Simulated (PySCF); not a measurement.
**Mayer bond orders and bond lengths**

Compound: C₅H₉F₃P₂.
Atom-mapped SMILES: `[CH3:1][P:2]([CH2:3][CH2:4][PH2:5])[C:6]([F:7])=[C:8]([F:9])[F:10]` (hydrogens: H11, H12, H13 on C1; H14, H15 on C3; H16, H17 on C4; H18, H19 on P5)

Cartesian coordinates in Å at the GFN2-xTB level; atoms count from 1:
```xyz
19
C5H9F3P2 angstrom
C      0.2449   -1.7182    1.0629
P      0.1869    0.1117    0.8582
C     -0.3472    0.2093   -0.9266
C     -1.7948   -0.2201   -1.1283
P     -3.0318    0.6055   -0.0099
C      1.9881    0.3588    0.5429
F      2.8411   -0.6482    0.8041
C      2.4732    1.5433    0.1924
F      3.7388    1.8769   -0.0110
F      1.6670    2.5732   -0.0526
H      0.7764   -1.9524    1.9838
H     -0.7748   -2.0894    1.1516
H      0.7437   -2.1974    0.2213
H      0.3173   -0.4074   -1.5421
H     -0.2298    1.2527   -1.2321
H     -1.9075   -1.2993   -0.9862
H     -2.0960   -0.0043   -2.1594
H     -2.3674    1.8308    0.0411
H     -2.4377    0.1836    1.1825
```

Bond orders from the PBE0/pcSseg-1 density (PySCF). One conformer (not necessarily the lowest) at the GFN2-xTB geometry, without solvent, vibrations or thermal averaging.

How far do the computed orders between heavy atoms stray from the drawn ones?

The largest departure is 0.285, at C6–C8 (drawn double, 1.715).

Give the Mayer order of every bond between heavy atoms, beside its length.

| bond | drawn as | length (Å) | Mayer order |
| --- | --- | --- | --- |
| C1–P2 | single | 1.842 | 0.984 |
| P2–C3 | single | 1.866 | 0.944 |
| C3–C4 | single | 1.523 | 1.012 |
| C4–P5 | single | 1.861 | 0.989 |
| P2–C6 | single | 1.845 | 0.884 |
| C6–F7 | single | 1.345 | 0.927 |
| C6–C8 | double | 1.327 | 1.715 |
| C8–F9 | single | 1.325 | 1.030 |
| C8–F10 | single | 1.331 | 0.991 |

Bonds between the same two heavy elements. C–P: lowest P2–C6 (0.884, 1.845 Å), highest C4–P5 (0.989, 1.861 Å); in 2 of the 6 pairs the longer bond (by over 0.003 Å) has the higher order (by 0.02 or more). C–C: lowest C3–C4 (1.012, 1.523 Å), highest C6–C8 (1.715, 1.327 Å). C–F: lowest C6–F7 (0.927, 1.345 Å), highest C8–F9 (1.030, 1.325 Å).

And the bonds to hydrogen?

C–H: 0.93 to 0.95 (7 bonds); H–P: 0.92 to 0.95 (2 bonds).

Sum the orders of all bonds at each heavy atom with more than one neighbour and set the sums beside the valence in the SMILES.

C1 3.824 (drawn 4), P2 2.812 (drawn 3), C3 3.817 (drawn 4), C4 3.883 (drawn 4), P5 2.859 (drawn 3), C6 3.526 (drawn 4), C8 3.736 (drawn 4). Orders between atoms that aren't bonded are not in these sums.

Mayer orders depend on the basis set.
